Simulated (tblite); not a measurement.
C7H14F2Si.
Structure used (GFN2-xTB), in Å, numbered top down from 1:
```xyz
24
C7H14F2Si angstrom
C      2.3410   -0.5290   -0.3414
C      1.4016   -0.0823    0.7744
C      0.2000   -1.0159    0.8882
F     -0.4464   -0.7520    2.0979
Si    -1.0970   -0.7857   -0.5179
C     -2.7614   -1.4816    0.0583
C     -1.1569    1.1007   -0.7597
C      0.2398    1.7133   -0.6939
C      0.9426    1.3727    0.6149
F      2.0627    2.1857    0.7309
H      1.8084   -0.6601   -1.2796
H      2.8059   -1.4762   -0.0786
H      3.1239    0.2127   -0.4799
H      1.9552   -0.1195    1.7219
H      0.5542   -2.0487    0.9806
H     -0.6029   -1.4699   -1.7251
H     -2.7047   -2.5545    0.2106
H     -3.0695   -1.0323    0.9983
H     -3.5386   -1.2925   -0.6748
H     -1.6174    1.3650   -1.7114
H     -1.7759    1.5508    0.0192
H      0.8470    1.3744   -1.5336
H      0.1766    2.8031   -0.7560
H      0.2999    1.6414    1.4643
```

Method: GFN2-xTB as coded in tblite; computed harmonic values from a numerical Hessian at the method's own geometry, unscaled. This tight-binding method is rough: wavenumbers can miss measured ones by several per cent, in bad cases by 10 to 20. Modes of hydrogen on silicon can be 10 to 20 % off. One conformer, not necessarily the lowest.

Harmonic wavenumbers (cm⁻¹): 60.6, 103.7, 112.7, 129.6, 158.7, 177.3, 206.8, 227.3, 255.1, 284.4, 316.2, 346.3, 424.1, 464.3, 557.4, 576.7, 604.4, 648.4, 656.5, 718.7, 757.2, 786.1, 827.9, 837.2, 843.4, 949.1, 970.1, 991.0, 1008.9, 1019.0, 1051.7, 1078.4, 1102.6, 1157.2, 1174.2, 1198.5, 1219.7, 1276.7, 1285.1, 1289.8, 1304.2, 1327.7, 1333.0, 1358.3, 1368.4, 1410.8, 1469.4, 1471.6, 1477.5, 1489.1, 1494.9, 1511.4, 2188.7, 2905.5, 2911.7, 2917.8, 2963.7, 2971.0, 2996.0, 3006.2, 3036.7, 3037.5, 3044.4, 3046.8, 3050.3, 3050.9.

A = 1679, B = 835.1, C = 731.6 MHz; mass 164.083 u (most abundant isotopes); point group C1, symmetry number 1.

Zero-point energy?

½Σν̃ = 42998 cm⁻¹ = 122.94 kcal/mol.

Entropy at 400 K, 1 bar (ideal gas, RRHO, classical rotation)?

Translation 42.68, rotation 31.00, vibration 48.22: S = 121.9 cal/(mol K).

And Cp and H(400 K) − H(0)?

Cp = 60.02 cal/(mol K), of which vibrations give 52.07 (their classical limit is 66 R = 131.2); H(400 K) − H(0) = 13.60 kcal/mol without the zero-point energy, 10.42 from vibrations.

How do the functions run with temperature in this model?

| T (K) | S (cal/(mol K)) | Cp (cal/(mol K)) | H − H(0) (kcal/mol) | G − H(0) (kcal/mol) | ln q(vib) |
| --- | --- | --- | --- | --- | --- |
| 150 | 81.3 | 28.0 | 2.60 | -9.60 | 3.04 |
| 250 | 98.5 | 40.6 | 6.02 | -18.61 | 6.26 |
| 298.15 | 106.2 | 47.0 | 8.13 | -23.54 | 7.83 |
| 600 | 150.3 | 80.2 | 27.75 | -62.44 | 17.67 |
| 900 | 186.8 | 99.6 | 54.96 | -113.19 | 26.97 |

q(vib) and H(0) count from the zero-point level.

Blend soft modes into free rotors: weight 1/[1 + (100 cm⁻¹/ν̃)⁴] for the oscillator and the rest for a rotor with moment μB/(μ + B), μ = h/(8π²ν), B = 10⁻⁴⁴ kg m². What vibrational entropy results?

46.07 cal/(mol K) in place of 48.22, which changes −T·S at 400 K by +0.86 kcal/mol.

Which modes carry the vibrational entropy at 400 K?

60.6 cm⁻¹: 5.02; 103.7 cm⁻¹: 3.96; 112.7 cm⁻¹: 3.80; 129.6 cm⁻¹: 3.52; 158.7 cm⁻¹: 3.13; 177.3 cm⁻¹: 2.91 cal/(mol K); the other 60 give 25.89 together.

Hindered rotation and anharmonicity are outside this model. Other conformers, if any are populated, would add a mixing term that is left out. The structure is chiral; the term R ln 2 for an equal mix with its mirror image is left out.
